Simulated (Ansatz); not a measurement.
Species: CH2N, SMILES `[CH]=N` (charge 0, multiplicity 2).

Question: Give a relaxed geometry from Ansatz (a first-principles code) with PBE0-D3(BJ)/def2-TZVP.

Answer: the end point of this relaxation (outside a Z-matrix the atoms follow the SMILES, hydrogens last).
Z-matrix (Å, degrees):
```
C
N 1 1.2170
H 2 1.0251 1 121.45
H 1 1.0985 2 134.47 3 0.00
```
